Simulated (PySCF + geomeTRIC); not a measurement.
A geometry relaxed with M06-2X/def2-TZVP (PySCF + geomeTRIC), charge 0, multiplicity 1:

```xyz
7

B      0.8560    -0.0136     0.0146
H     -1.0294     0.2259     0.9207
C     -0.6931    -0.0333    -0.0968
H      1.4568    -0.9905     0.3385
H     -1.1264    -1.0084    -0.3158
H      1.4671     0.9947    -0.1587
H     -1.1167     0.7254    -0.7537
```

Write the SMILES of this molecule.

`BC`
